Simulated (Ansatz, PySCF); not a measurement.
BH3N, SMILES [NH]B, multiplicity 2. Atoms are numbered in the order given.

```xyz
5

B     -0.0329    -0.7012     0.0000
N      0.0101     0.6268     0.0000
H      0.9677    -1.3649     0.0000
H     -1.1078    -1.2523     0.0000
H     -0.2429     1.5938     0.0000
```
Charge 0, spin multiplicity 2.

The structure is a stationary point at B3LYP-D3(BJ)/def2-TZVP. The isomer is the one that the SMILES or the coordinates give; other isomers of the formula were not compared.

Two levels are set side by side: PBE-D3(BJ)/def2-TZVP (Ansatz, a program for electronic structure) and B3LYP-D3(BJ)/def2-TZVP (PySCF). Each level has its own optimised geometry; the coordinates shown are those of the second. Frequencies come from the Hessian of PySCF at each geometry. Differences are taken from unrounded values.

| quantity | B3LYP-D3(BJ) | PBE-D3(BJ) | PBE-D3(BJ) minus B3LYP-D3(BJ) |
|---|---|---|---|
| mean bond length (Å) | 1.184 | 1.193 | 0.008 |
| bond B1–N2 (Å) | 1.329 | 1.327 | -0.002 |
| bond B1–H3 (Å) | 1.201 | 1.214 | 0.013 |
| bond B1–H4 (Å) | 1.208 | 1.223 | 0.015 |
| bond N2–H5 (Å) | 1.000 | 1.007 | 0.008 |
| highest harmonic wavenumber (cm⁻¹) | 3753 | 3677 | -76 |
| mean harmonic wavenumber (cm⁻¹) | 1482 | 1447 | -35 |
| zero-point energy (kcal/mol) | 19.06 | 18.61 | -0.45 |

Exact exchange shortens and stiffens bonds; PBE has none. Differences between two approximate levels are no errors against the true value.
